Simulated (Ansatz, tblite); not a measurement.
Removing and adding an electron: the cluster Ta2P2. Total charge 0; singlet. Geometry: PBE0-D4/def2-SVP. Ansatz, gas phase; energy differences of separate SCF runs; the oxidised species was run as a doublet alone; the reduced species was run as a doublet alone.

```xyz
4

Ta   -0.313    1.265   -0.618
Ta    0.467   -0.861   -1.058
P    -1.206   -0.575    0.644
P     1.052    0.171    1.032
```

In the def2 sets Ta takes a core potential; there is no spin–orbit coupling. The xTB rows come from tblite. The structure comes from a short search, and lower isomers may exist.

| level | −HOMO (eV) | vertical IE (eV) | −LUMO (eV) | vertical EA (eV) | HOMO–LUMO gap (eV) | IE − EA (eV) | remarks |
| --- | --- | --- | --- | --- | --- | --- | --- |
| GFN1-xTB | 10.86 | 13.20 | 9.78 | 7.44 | 1.08 | 5.76 | – |
| GFN2-xTB | 9.10 | 11.57 | 8.94 | 6.38 | 0.17 | 5.19 | – |
| PBE-D4/def2-TZVP | 3.88 | 6.41 | 2.77 | – | 1.11 | – | – |
| PBE-D4/def2-TZVPD | 3.92 | – | 2.81 | 1.05 | 1.11 | – | HOMO above zero (-1 doublet) |
| r2SCAN-D4/def2-TZVP | 4.05 | 6.35 | 2.55 | – | 1.49 | – | – |
| r2SCAN-D4/def2-TZVPD | 4.06 | – | 2.58 | 1.10 | 1.49 | – | HOMO above zero (-1 doublet) |
| PBE0-D4/def2-TZVP | 4.72 | 6.32 | 2.11 | – | 2.61 | – | – |
| PBE0-D4/def2-TZVPD | 4.74 | – | 2.16 | 1.06 | 2.59 | – | HOMO above zero (-1 doublet) |

   A HOMO above zero means that the electron is unbound at that level or that self-interaction error raises the level; the energy of removing that electron tells which. Raw xTB energy differences between charge states are shifted by several eV; the methods need an empirical correction for them.
